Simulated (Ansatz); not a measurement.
Gas-phase electronic energies from Ansatz, PBE0-D4/def2-TZVP geometries. CCSD(T)/CBS is the MP2 limit (def2-TZVPP, def2-QZVPP) plus CCSD(T) − MP2 in def2-TZVPP, frozen cores. This one scheme is used for every species. Functionals use def2-TZVPP. B3LYP here is the variant with VWN-RPA as its local correlation; programs differ in this. For Ge outer-core shells are correlated without core-valence functions, which leaves a few kJ/mol of doubt a bond. Scalar relativity is left out up to krypton. Each species was taken in one conformer, which may not be the lowest.

Reaction (formal exchange of groups at a Ge–Si bond): `F[SiH2][GeH2][SiH3]` + `[SiH3][SiH2][GeH3]` → `[SiH3][GeH2][SiH2][SiH2][GeH3]` + `F[SiH3]`

`F[SiH2][GeH2][SiH3]`:

Z-matrix (Å, degrees):
```
Si
Ge 1 2.379
F 1 1.607 2 108.9
H 1 1.486 2 112.5 3 119.2
H 1 1.486 2 110.8 3 -118.2
Si 2 2.379 1 111.1 3 51.3
H 2 1.541 1 107.8 3 171.8
H 2 1.540 1 110.0 3 -71.0
H 6 1.487 2 109.4 1 56.6
H 6 1.486 2 109.7 1 -63.0
H 6 1.487 2 110.6 1 176.6
```

`[SiH3][SiH2][GeH3]`:

```xyz
11

Si    0.743   -0.943    1.561
Si    0.370    0.901    0.175
Ge   -1.002    0.285   -1.671
H     1.599   -0.582    2.723
H     1.415   -2.023    0.789
H    -0.557   -1.461    2.067
H     1.669    1.424   -0.332
H    -0.300    1.986    0.945
H    -2.355   -0.247   -1.171
H    -0.321   -0.824   -2.490
H    -1.262    1.485   -2.597
```

`[SiH3][GeH2][SiH2][SiH2][GeH3]`:

Z-matrix (Å, degrees):
```
Si
Ge 1 2.379
H 1 1.487 2 109.4
H 1 1.487 2 109.7 3 119.1
H 1 1.487 2 111.2 3 -120.3
Si 2 2.383 1 110.0 3 -61.6
H 2 1.541 1 110.2 3 176.1
H 2 1.541 1 109.2 3 57.9
Si 6 2.336 2 108.3 1 47.7
H 6 1.490 2 109.3 1 -73.0
H 6 1.489 2 110.2 1 167.9
Ge 9 2.380 6 109.6 2 52.1
H 9 1.489 6 111.5 2 173.9
H 9 1.490 6 108.8 2 -66.7
H 12 1.538 9 111.4 6 179.6
H 12 1.538 9 110.3 6 59.1
H 12 1.538 9 110.0 6 -60.2
```

`F[SiH3]`:

```xyz
5

F    -0.351   -1.516    0.101
Si    0.009    0.039   -0.003
H     0.548    0.304   -1.357
H     1.023    0.353    1.032
H    -1.229    0.821    0.227
```

CCSD(T)/CBS gives -19.0 kJ/mol.

Problem. Another level gave -16.8 kJ/mol. Which?
A. PBE0/def2-TZVPP
B. PBE0-D4/def2-TZVPP
C. B3LYP/def2-TZVPP
D. MP2/def2-TZVPP

Solution. B. PBE0-D4 -16.8, B3LYP -4.3, PBE0 -9.4, MP2/def2-TZVPP -24.0 kJ/mol.

Largest T1 diagnostic among the species: 0.013.

The D4 term adds −12.2 kJ/mol with B3LYP and −7.4 kJ/mol with PBE0; it sums over pairs of atoms, weighted by their polarisabilities, and B3LYP, whose exchange is more repulsive, gets the larger term. In def2-TZVPP, CCSD(T) changes the Hartree–Fock value by −13.1 kJ/mol (the triples alone add −2.5 kJ/mol) and MP2 by −17.4 kJ/mol.
